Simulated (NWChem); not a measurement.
# WH4F2; SMILES [F][WH4][F]

All runs: NWChem. Medium grid unless said otherwise, to which SCAN and Minnesota functionals are sensitive. Geometry: optimised at PBE0/def2-SVP. def2 effective core potentials on W; no spin-orbit coupling.

**Question.** Predict the results for M06-2X/def2-SVP. Quantities: highest occupied level (eV); orbital gap (eV); dipole (D).

**Answer.** 
| Quantity | Value |
|---|---|
| highest occupied level (eV) | -9.56 |
| orbital gap (eV) | 7.00 |
| dipole (D) | 0.40 |
